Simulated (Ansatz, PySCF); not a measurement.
Pair of molecules: SiH4 (SMILES [SiH4]) (first 5 atoms) with C2H6 (SMILES CC); geometry from B3LYP-D3(BJ)/def2-TZVP, rigid monomers moved along the line of their centres of mass till Si1···C6 is 4.32 Å.
(charge 0, multiplicity 1):
```xyz
13

Si    -0.019     0.305     0.285
H     -1.491     0.401     0.411
H      0.436    -1.013     0.780
H      0.617     1.377     1.083
H      0.365     0.457    -1.137
C     -0.724    -0.183     4.515
C      0.756    -0.343     4.849
H     -1.065    -0.966     3.836
H     -0.922     0.779     4.038
H     -1.342    -0.236     5.413
H      0.953    -1.304     5.328
H      1.096     0.441     5.528
H      1.374    -0.290     3.950
```

Monomers are frozen at their geometry in the pair; levels with a basis set take the counterpoise correction.

Frozen-core correlation.

The values were computed with Ansatz (Gaussian orbitals); PySCF for the dispersion terms. 

PBE/def2-TZVPPD gives -14.3 meV for the interaction energy.

Problem. How do the other levels lie against it? Give each less PBE: PBE-D3(BJ)/def2-TZVPPD, r2SCAN/def2-TZVPPD, B3LYP/def2-TZVPPD, wB97M-V/def2-TZVPPD, MP2/aug-cc-pV(D+d)Z, CCSD(T)/aug-cc-pV(D+d)Z.

Solution. PBE-D3(BJ)/def2-TZVPPD -32.3; r2SCAN/def2-TZVPPD -2.0; B3LYP/def2-TZVPPD 24.0; wB97M-V/def2-TZVPPD -18.2; MP2/aug-cc-pV(D+d)Z -15.5; CCSD(T)/aug-cc-pV(D+d)Z -16.8 meV. 1 of 6 lie above PBE; the widest gap is to PBE-D3(BJ)/def2-TZVPPD.

Ansatz is a first-principles code.
